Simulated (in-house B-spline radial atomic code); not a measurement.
RPA and G0W0 on HSE06: O⁺

Configuration [He] 2s2 2p3, highest spin, mean-field start HSE06. Computed with a B-spline radial code for spherical atoms: all electrons, scalar-relativistic (spin-free one-electron X2C), finite nucleus, each spin shell either full or empty, empty states to l = 9 with an (l + 1/2)⁻⁴ tail; G0W0 by contour deformation at full frequency.

Command:
```bash
python run_gw.py task.json out
```
Settings (radii: box in bohr, nucleus in fm):
```
Z                        8
electrons                7
configuration            [He] 2s2 2p3
hamiltonian              x2c
method                   hse06
lmax                     9
rms_radius               2.6991
spin_polarised           True
box_radius               23.78
intervals                72
```

Cost of the run: 2.4 s on 1 thread of Arm Neoverse N1, with other jobs on the host.

Energies (hartree):

```tsv
term	value
mean-field total	-74.57483
Hartree-Fock functional on these orbitals	-74.42692
direct second order	-0.38727
second-order exchange	0.17955
SOSEX correction	0.15844
```

(1) What is the RPA correlation energy, and what remains with SOSEX?

Quasi-particle levels (eV):

```
  level  occupied  mean field  Σx - vxc     Σc  QP weight     G0W0
  2p up       yes     -28.542     -7.67      ?          ?        ?
2s down       yes      -37.21     -4.75  -1.29      0.921   -43.26
2p down        no     -18.628      8.77  -3.80      0.931  -13.656
```

G0W0 = mean field + (Σx - vxc) + Σc, with Σc (partial-wave tail included) taken at the quasi-particle energy. Levels of low weight are left out.

(2) Where does G0W0 put 2p up?

## Answers

(1) RPA gives -0.33383 hartree (-1.3 eV per electron); RPA + SOSEX gives -0.17538, and the second-order doubles -0.20772 hartree (no singles). SOSEX takes back 47 % of the RPA value.

(2) At -34.81 eV, with Σc = 1.40 eV and a quasi-particle weight of 0.914. The tabulated removal energy is 35.121 eV (NIST, measured).
